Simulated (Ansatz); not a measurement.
A nudged elastic band was laid between two geometries of BClF$_{2}$H$_{2}$O (7 atoms, charge 0, multiplicity 1).

Level of theory: Ansatz, RHF/def2-SVP.

```json
{
  "movable images": "8",
  "climbing image": "no",
  "spring": "5.0 eV/Å²",
  "optimiser": "quadratic models (default)",
  "start path": "through a guess of the saddle point",
  "force threshold": "0.05 eV/Å",
  "iteration limit": "60",
  "end points": "relaxed"
}
```

Initial state:

```xyz
7
Properties=species:S:1:pos:R:3
B 0.084 0.001 0.070
F -0.014 0.588 1.265
Cl 1.567 0.372 -0.883
F -1.052 -0.121 -0.621
O 0.283 -1.679 0.587
H -0.427 -2.228 0.276
H 0.341 -1.756 1.533
```

Final state:

```xyz
7
Properties=species:S:1:pos:R:3
B -0.014 -0.451 -0.806
F 0.829 -0.820 2.977
Cl 1.182 0.819 -0.966
F -0.715 -0.820 -1.848
O -0.211 -1.042 0.381
H -0.875 -1.720 0.384
H 0.586 -0.788 2.105
```

Which bonds break or form, and what moves?

Bonds broken: B1–F2, O5–H7. Bonds formed: F2–H7. BClF2H2O becomes BClFHO + FH.

What energy profile does the band end with?

It converged. The highest image is number 2 of 0 to 9, 36.4 kcal/mol above the first end and 30.9 kcal/mol above the last; the last end lies 5.5 kcal/mol above the first. Neighbouring images differ by up to 1.3 eV, so the band resolves the path poorly. No image climbed, so the highest image needn't sit at the top of the path. The orbitals stay closed-shell, which can raise the energy where a bond breaks towards radicals; this wasn't checked here.

| image | path coordinate (Å) | energy (kcal/mol) | B1–F2 (Å) | O5–H7 (Å) | F2–H7 (Å) |
| --- | --- | --- | --- | --- | --- |
| 0 | 0.00 | 0.0 | 1.34 | 0.95 | 2.39 |
| 1 | 0.52 | 7.5 | 1.38 | 0.97 | 1.73 |
| 2 | 1.04 | 36.4 | 1.61 | 1.22 | 1.13 |
| 3 | 1.56 | 16.9 | 2.11 | 1.70 | 0.92 |
| 4 | 2.08 | 8.2 | 2.60 | 2.07 | 0.91 |
| 5 | 2.60 | 6.8 | 3.00 | 2.16 | 0.90 |
| 6 | 3.11 | 6.4 | 3.31 | 2.01 | 0.90 |
| 7 | 3.63 | 6.0 | 3.58 | 1.93 | 0.91 |
| 8 | 4.15 | 5.7 | 3.79 | 1.91 | 0.91 |
| 9 | 4.67 | 5.5 | 3.89 | 1.92 | 0.91 |

What is the geometry of the highest image?


```xyz
7
Properties=species:S:1:pos:R:3
B 0.131 -0.312 -0.052
F 0.089 0.140 1.498
Cl 1.554 0.397 -0.856
F -1.064 -0.095 -0.579
O 0.295 -1.686 0.482
H -0.406 -2.284 0.256
H 0.182 -0.983 1.477
```

The band took 16 iterations and about 2.4 core-minutes.

The run took 2.4 min on 1 thread of Arm Neoverse V2 (shared host), peak memory 0.15 GiB.
